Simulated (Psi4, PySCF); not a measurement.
methyl chloride (CH3Cl), singlet, at a GFN2-xTB geometry, atoms displaced at random by about 0.08 Å a coordinate. Base run: HF/6-31G, gradient (PySCF).

Input for PySCF:
```python
from pyscf import gto, scf

mol = gto.Mole()
mol.atom = '''
    C     0.069118    0.154849   -1.120199
    Cl    0.038075   -0.006578    0.726644
    H    -0.103958    1.041909   -1.441278
    H     0.976077   -0.439093   -1.467490
    H    -0.947986   -0.474498   -1.480631
'''
mol.basis = '6-31g'
mol.charge = 0
mol.spin = 0
mol.verbose = 4
mol.build()

mf = scf.RHF(mol)
mf.kernel()
g = mf.nuc_grad_method()
grad = g.kernel()
```

Programs used: Psi4, PySCF; a row that names a program was run with it.

The coordinate followed is x of atom 1.

Variants of this job, named by their change:

| change | dE/dx (Eh/bohr) | net force (Eh/bohr) |
|---|---|---|
| base | 0.033329 | 0.000000 |
| finite difference step (bohr) = 0.01; conv_tol = 1e-11 | 0.033334 | - |
| conv_tol = 1e-6 | 0.033332 | 0.000000 |
| conv_tol = 1e-4 | 0.033336 | 0.000000 |
| finite difference step (bohr) = 1e-5; conv_tol = 1e-11 | 0.033329 | - |
| conv_tol = 1e-11 | 0.033329 | 0.000000 |
| finite difference step (bohr) = 0.05; conv_tol = 1e-11 | 0.033452 | - |
| density fitting = on | 0.033323 | 0.000000 |
| finite difference step (bohr) = 1e-4; conv_tol = 1e-11 | 0.033329 | - |
| finite difference step (bohr) = 1e-3; conv_tol = 1e-11 | 0.033329 | - |
| code = psi4 | 0.033324 | 0.000000 |
| finite difference step (bohr) = 0.2; conv_tol = 1e-11 | … | - |

Problem. Complete the blanks.

Solution. 
- finite difference step (bohr) = 0.2; conv_tol = 1e-11, dE/dx (Eh/bohr): 0.035255

The net force is zero for an exact gradient.
